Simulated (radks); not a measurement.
All-electron calculation, non-relativistic Kohn-Sham, LDA (Slater exchange, Perdew-Wang correlation), spin-unpolarised, spherical densities, point nucleus. Program: a radial shooting solver on a logarithmic mesh with Libxc functionals. Response by self-consistent Sternheimer equations with the Hartree and adiabatic LDA kernel. For heavy and open-shell atoms this level of theory can miss by tens of per cent. Rank In2+, Ca+, Tc, Ca, V+, Sr (NIST ground configurations) by static dipole polarisability, largest first.

Answer. Sr 188.5, Ca 148.6, Tc 77.86, Ca+ 66.37, V+ 20.22, In2+ 14.15 bohr^3.
